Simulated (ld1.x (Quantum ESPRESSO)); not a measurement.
# Dy (Z = 66), RRKJ: configuration errors across variants

* Element: Dy (Z = 66)
* Generator: ld1.x (Quantum ESPRESSO) 7.5
* Type: norm-conserving RRKJ (Kleinman–Bylander form)
* Functional: PBE
* Relativity: fully relativistic
* Frozen core: [Kr] 4d10 4f9
* Valence charge: 11
* Reference configuration: 5s2 5p6 5d2 6s1 6p0
* Partial waves: 5s (bound): rc 2.30 bohr; 5p (bound): rc 2.30 bohr; 5d (bound): rc 2.20 bohr
* Local potential: the d channel
* Core correction: none

Open shells are filled in proportion to 2j + 1 (rel_dist='average').

Occupied shells without a wave of their own: 6s. They enter only through the test configuration that unscreens the potential.

All-electron excitation energies from the reference (eV): (1) 5s2 5p6 5d1 6s2 6p0 -2.108; (2) 5s2 5p6 5d1 6s1 6p0 4.734; (3) 5s2 5p6 5d1 6s0 6p0 17.163; (4) 5s2 5p6 5d1 6s0 6p1 8.469; (5) 5s2 5p6 5d0 6s0 6p0 37.067; (6) 5s2 5p6 5d2 6s0 6p0 6.227; (7) 5s2 5p6 5d1 6s1 6p1 0.893.

2 further variants failed, have other tests or too few solved ones, and are left out.

The file “wave 5s (bound): rc 2.30 bohr becomes 5s (bound): rc 2.78 bohr” misses its own reference levels by 0.4 eV.

Errors AE − PS in meV (a dash: test not solved or not reliable):

| change | (1) | (2) | (3) | (4) | (5) | (6) | (7) | bound ghosts |
| --- | --- | --- | --- | --- | --- | --- | --- | --- |
| base | -103 | -1.0 | +171 | +71 | +142 | +126 | -36 | none |
| wave 5s (bound): rc 2.30 bohr becomes 5s (bound): rc 2.14 bohr | -277 | -2.1 | +478 | +318 | +583 | +328 | -38 | none |
| wave 5s (bound): rc 2.30 bohr becomes 5s (bound): rc 2.78 bohr | +455 | -0.1 | -838 | -752 | -1292 | -544 | -29 | none |
| wave 5s (bound): rc 2.30 bohr becomes 5s (bound): rc 3.12 bohr | +303 | +1.1 | -564 | -527 | -908 | -359 | -30 | none |
| wave 5s (bound): rc 2.30 bohr becomes 5s (bound): rc 3.38 bohr | -184 | +4.3 | +299 | +177 | +307 | +223 | -35 | none |

Question: Give the same row for: wave 5s (bound): rc 2.30 bohr becomes 5s (bound): rc 2.40 bohr.

Answer: +66, 0.0, -131, -174, -290, -72, -33; bound ghosts: none.
